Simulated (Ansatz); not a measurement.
Reaction (SMILES): [GeH3] (GeH3) → Ge atom + 3 H atom
B3LYP-D3(BJ)/def2-TZVP geometries, fixed; electronic energies without zero-point terms.

Energies in hartree at MP2 with Ansatz (a program for electronic structure); the atomisation energy is their sum with the coefficients shown, times 627.509 kcal/mol a hartree. All functions are spherical. Cores are frozen (with 3d on Ga to Br). Open shells are unrestricted. No added dispersion term, no relativity.

```tsv
species	coefficient	part	aug-cc-pVDZ	aug-cc-pVTZ	aug-cc-pVQZ
[GeH3] (GeH3)	-1	Hartree-Fock	-2077.03536	-2077.10847	-2077.11212
[GeH3] (GeH3)	-1	correlation	-0.09521	-0.11459	-0.12091
Ge atom	+1	Hartree-Fock	-2075.29276	-2075.36117	-2075.36360
Ge atom	+1	correlation	-0.04139	-0.05068	-0.05389
H atom	+3	Hartree-Fock	-0.49933	-0.49982	-0.49995
```

Problem. Predict the atomisation energy in aug-cc-pV5Z (X = 5): let each Hartree-Fock step shrink by the ratio of the last two, and fit each correlation energy at X = 3 and 4 to E + A/X^3. Compare with the run.

Solution. 
- [GeH3] (GeH3): steps -0.07311 and -0.00365, ratio 0.050, so Hartree-Fock -2077.11230 (run: -2077.11254); A = (-0.11459 - (-0.12091))/(1/27 - 1/64) = 0.2952, correlation -0.12091 - A/64 + A/125 = -0.12316 (run: -0.12351).
- Ge atom: steps -0.06841 and -0.00243, ratio 0.036, so Hartree-Fock -2075.36369 (run: -2075.36385); A = (-0.05068 - (-0.05389))/(1/27 - 1/64) = 0.1499, correlation -0.05389 - A/64 + A/125 = -0.05503 (run: -0.05547).
- H atom: steps -0.00049 and -0.00013, ratio 0.265, so Hartree-Fock -0.49998 (run: -0.49999).
Predicted 198.80 kcal/mol; the run in aug-cc-pV5Z gives 198.77, a miss of 0.03. Keeping the value in aug-cc-pVQZ, 198.10, would miss by -0.67. All sums are of the energies as printed.
